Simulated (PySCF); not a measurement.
**What settings do to a single point of Sm(NO2)2**

The sound run of Sm(NO2)2 (singlet in the valence; each metal's 4f electrons, 6 of them, lie in its core potential, out of spins and levels) uses PySCF 2.14.0, RKS PBE0, Sm lcecp-0-SVP with ECP52, O def2-SVP, N def2-SVP; non-relativistic Hamiltonian with scalar-relativistic core potentials where named; density fitting; no spin-orbit coupling, grid (50, 194), threshold 1e-8 Eh and 55 cycles, at the relaxed geometry:

```xyz
7

Sm    0.0000    0.0000    0.0000
O     0.7442    0.7442    2.2810
O    -0.7442   -0.7442    2.2810
N     0.0000    0.0000    2.9598
O     0.7442   -0.7442   -2.2810
O    -0.7442    0.7442   -2.2810
N     0.0000    0.0000   -2.9598
```

There Sm1 has a Mulliken charge of 1.10 e and the dipole about the centre of mass is 0.00 D. Each run below changes one thing and starts from free metal ions and neutral atoms unless it says otherwise; with 55 cycles, smearing, a level shift and second-order steps follow where DIIS fails, and their cycles count. Energy shifts count from the sound run. On f atoms grids over 110 angular points are at least (60, 302).

| change | outcome | cycles | energy shift (eV) | largest force component (eV/Å) | charge on Sm1 (e) | dipole about the centre of mass (D) |
| --- | --- | --- | --- | --- | --- | --- |
| cycle limit 3 | not converged | 3 | – | – | – | – |
| start from the bare core Hamiltonian, limit 93 cycles | converged | 21 | 0.0000 | 0.00 | 1.10 | 0.00 |
| threshold 0.0001 | converged | 8 | 0.0000 | 0.00 | 1.10 | 0.00 |
| all coordinates × 1.12 | converged | 15 | 3.06 | 6.39 | 1.17 | 0.00 |

**Question.** How does the run with this change end: grid (30, 86)?

**Answer.** outcome converged, cycles 10, energy shift (eV) 0.0272, largest force component (eV/Å) 0.08, charge on Sm1 (e) 1.10, dipole about the centre of mass (D) 0.00.

Forces carry noise of the integration grid, about 0.01 to 0.03 eV/Å.

An lcecp potential fixes the number of 4f electrons, so in runs with it no electron can move into or out of that shell.
